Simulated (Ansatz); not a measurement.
VTe₄, relaxed as a doublet with UKS PBE-D4/def2-SVP in Ansatz, starting from the GFN1-xTB geometry. Force threshold 0.02 eV/Å.

In the def2 sets Te takes a core potential; there is no spin–orbit coupling. The charge 0 doublet is spin-contaminated (final ⟨S²⟩ up to 0.93, 0.75 for a pure state). Another isomer (doublet) lies 0.26 eV lower at PBE0-D4/def2-TZVP; other spin states weren't run for this one.

Start:

```xyz
5

V    -1.437    0.055    0.292
Te   -0.987    0.871   -2.114
Te   -0.330   -1.355    2.135
Te    1.436   -0.128   -1.458
Te    1.319    0.557    1.144
```

(1) Estimate the energy that the relaxation releases and the steps that it takes.

(2) Does the start keep its bonding?

(3) Predict the relaxed structure.

Results:

(1) 1.88 eV, in 14 steps; 57 s on 4 threads of Arm Neoverse V2 on a shared host. No frequencies were taken in this run, so the end may be a saddle point.

(2) Bonds lost: Te3–Te5 (atoms count from 1).

(3) 
```xyz
5

V    -0.159   -0.711    0.275
Te   -1.409    0.528   -1.600
Te   -1.612   -1.094    2.142
Te    1.385    0.470   -1.784
Te    1.795    0.807    0.966
```
Bond lengths: 4 × Te–V 2.40 to 2.83 Å; 2 × Te–Te 2.80 Å.
